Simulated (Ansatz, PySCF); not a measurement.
Reaction (SMILES): NB(N)F + 3 [H][H] (H2) -> B (BH3) + F (HF) + 2 N (NH3)
Geometries: B3LYP-D3(BJ)/def2-TZVP minima from Ansatz (an electronic-structure program), one conformer each, not searched for the lowest. Frequencies are from Ansatz or PySCF.
Geometry of the first species:
```xyz
8

B      0.0014     0.0156     0.0056
F      0.1193     1.2867     0.4613
N      1.1907    -0.7037    -0.2412
N     -1.3015    -0.4919    -0.1874
H      1.2201    -1.6480    -0.5787
H      2.0929    -0.2912    -0.0857
H     -2.1138     0.0663     0.0051
H     -1.5042    -1.4165    -0.5199
```
Charge 0, spin multiplicity 1.

Property: energy of full hydrogenation (enthalpy at 298 K, with B3LYP-D3(BJ) rigid-rotor harmonic-oscillator terms), in eV. Valence correlation only, unless marked. Spin-orbit coupling is left out. No relativistic terms. Basis-set limits of correlation are two-point, X^-3; Hartree-Fock from the larger set.

| level | program | energy of full hydrogenation (eV) |
|---|---|---|
| HF/6-31G | Ansatz | 3.96 |
| HF/aug-cc-pVDZ | Ansatz | 2.91 |

Problem. Estimate the value at CCSD(T)/CBS(cc-pVTZ,cc-pVQZ) as computed with Ansatz.

Solution. 3.58 eV
